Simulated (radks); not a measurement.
Spherical quantum dot in the effective-mass picture: electrons in a hard-walled sphere of radius 3.6, all in effective atomic units (hartree* = m*/eps^2 hartree, bohr* = eps/m* bohr), one dielectric constant everywhere. Method: non-relativistic Kohn-Sham, PBE, spin-polarised, spherical densities; computed with a radial shooting solver with Libxc functionals. Levels are named by radial order and angular momentum (1s, 1p, 1d, 2s, ...), and open shells are averaged over m. Results are scaled to m* = 0.067 and eps = 7.4, for which hartree* = 33.29 meV and bohr* = 5.845 nm. Each electron was tried in the lowest free levels, single moves between levels near the top were tried too, and the lowest total energy was kept; such a search can miss a lower state. At N = 1 the Hartree and exchange-correlation terms need not cancel, so that row can carry a self-interaction error.

\begin{tabular}{lrrrrrr}
N & open shells & 2S & E (meV) & mu = E(N) - E(N-1) (meV) & addition energy mu(N+1) - mu(N) (meV) & e(HOMO) (meV) \\ \hline
1 & 1s(up 1, down 0) & 1 & 12.6687 & 12.669 & 14.83 & 18.437 \\
2 & none & 0 & 40.1671 & 27.498 & 22.91 & 33.201 \\
3 & 1p(up 1, down 0) & 1 & 90.5770 & 50.410 & 11.47 & 56.054 \\
4 & 1p(up 2, down 0) & 2 & 152.457 & 61.880 & 11.78 & 67.747 \\
5 & 1p(up 3, down 0) & 3 & 226.116 & 73.659 & 15.14 & 79.582 \\
6 & 1p(up 3, down 1) & 2 & 314.917 & 88.801 & 11.12 & 94.279 \\
7 & 1p(up 3, down 2) & 1 & 414.841 & 99.924 & 11.43 & 105.61 \\
8 & none & 0 & 526.195 & 111.35 & 24.99 & 117.11 \\
9 & 1d(up 1, down 0) & 1 & 662.537 & 136.34 & 11.12 & 141.89 \\
10 & 1d(up 2, down 0) & 2 & 810.003 & 147.47 & 11.19 & 153.05 \\
11 & 1d(up 3, down 0) & 3 & 968.661 & 158.66 & 11.22 & 164.27 \\
12 & 1d(up 4, down 0) & 4 & 1138.54 & 169.88 & 11.24 & 175.50 \\
13 & 1d(up 5, down 0) & 5 & 1319.67 & 181.12 & 14.33 & 186.75 \\
14 & 1d(up 5, down 1) & 4 & 1515.12 & 195.45 & 10.93 & 200.90 \\
15 & 1d(up 5, down 2) & 3 & 1721.50 & 206.38 & 11.00 & 211.87 \\
16 & 1d(up 5, down 3) & 2 & 1938.88 & 217.38 & 11.04 & 222.90 \\
17 & 1d(up 5, down 4) & 1 & 2167.31 & 228.43 & 11.07 & 233.95 \\
18 & none & 0 & 2406.80 & 239.49 & 27.29 & 245.03 \\
19 & 1f(up 1, down 0) & 1 & 2673.58 & 266.78 & 10.86 & 272.21 \\
20 & 1f(up 2, down 0) & 2 & 2951.23 & 277.65 & 10.88 & 283.09 \\
21 & 1f(up 3, down 0) & 3 & 3239.76 & 288.53 & 10.89 & 293.97 \\
22 & 1f(up 4, down 0) & 4 & 3539.18 & 299.42 & - & 304.87 \\
\end{tabular}

All shells are closed at N = 2, 8, 18 (there: 1s2 1p6 1d10); the second difference of the energy has clear peaks (12 % above both neighbours; the first and last values, which can be the largest, are not judged, and half-filled shells can peak too) at N = 2, 5, 8, 13, 18.
